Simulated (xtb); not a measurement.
H₂O₄W (SMILES [O]=[W](=[O])([OH])[OH]), singlet, at a GFN2-xTB geometry (such geometries of metal compounds can be far from the true shape).

The xtb input:
```
$ xtb mol.xyz --gfn 2 --alpb methanol --json

# file mol.xyz
7

W      0.04245152     0.00010856     0.00617511
O      1.16227353     0.78461633    -0.99567295
O      0.83435974    -0.77951039     1.28610829
O     -0.90205874    -1.26075159    -0.99386071
H     -1.13046067    -2.02030589    -1.54734730
O     -1.15412496     1.25549336     0.69476301
H     -1.53454846     2.01349073     1.15968831
```

Q: What does this run give for the dipole moment, HOMO-LUMO gap, partial charges in atom order, total energy?

A: 
| Property | Result |
|---|---|
| dipole moment | 7.56 D |
| HOMO-LUMO gap | 4.89 eV |
| partial charges in atom order | W1 1.30, O2 -0.59, O3 -0.59, O4 -0.49, H5 0.44, O6 -0.49, H7 0.44 |
| total energy | -19.8068 Eh |
